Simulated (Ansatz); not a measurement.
Stepwise reaction of `[NH2][Ti]([NH2])([OH])[F]` with hydrogen fluoride, as a gas-phase model of exchange steps in deposition or etching. ΔE in kJ/mol; ΔG adds harmonic PBE0-D4 terms to CCSD(T)/CBS, at 1 bar.

Program: Ansatz. Geometries: PBE0-D4/def2-TZVP. ΔE: electronic, gas phase. CBS: MP2 limit from def2 TZ/QZ plus the TZ coupled-cluster correction, frozen cores. This one scheme is used for every species. DFT in def2-TZVPP. B3LYP here is the variant with VWN-RPA as its local correlation; programs differ in this. For Ti outer-core shells are correlated without core-valence functions, which leaves a few kJ/mol of doubt a bond. Scalar relativity is left out up to krypton. One conformer a species, not always the lowest.

```csv
step,reaction,PBE-D4,B3LYP-D4,ωB97M-V,CCSD(T)/CBS,ΔG(400 K)
1,`[NH2][Ti]([NH2])([OH])[F]` + H–F → `[NH2][Ti]([OH])([F])[F]` + NH₃,-108.4,-108.3,-109.7,-95.1,-96.8
```

**Question.** Give the row of step 2, `[NH2][Ti]([OH])([F])[F]` + H–F → `[OH][Ti]([F])([F])[F]` + NH₃. (Best estimate.)

**Answer.** Ansatz gave: 
| step | reaction | PBE-D4 | B3LYP-D4 | ωB97M-V | CCSD(T)/CBS | ΔG(400 K) |
| --- | --- | --- | --- | --- | --- | --- |
| 2 | `[NH2][Ti]([OH])([F])[F]` + H–F → `[OH][Ti]([F])([F])[F]` + NH₃ | -104.0 | -101.2 | -103.2 | -89.4 | -85.8 |

**Question.** By hand: ΔE of the 2 steps together at CCSD(T)/CBS.

**Answer.** (-95.1) + (-89.4) = -184.5 kJ/mol, or -92.2 kJ/mol a step.

In ΔE each step is higher than the one before. All are downhill at CCSD(T)/CBS. ΔG lies between -96.8 and -85.8 kJ/mol a step. PBE-D4 differs from CCSD(T)/CBS by -14.6 to -13.3 kJ/mol a step. Only this route is followed, and other bonds may react first. Isolated molecules leave out the surface, adducts and barriers. Largest T1 diagnostic: 0.024.
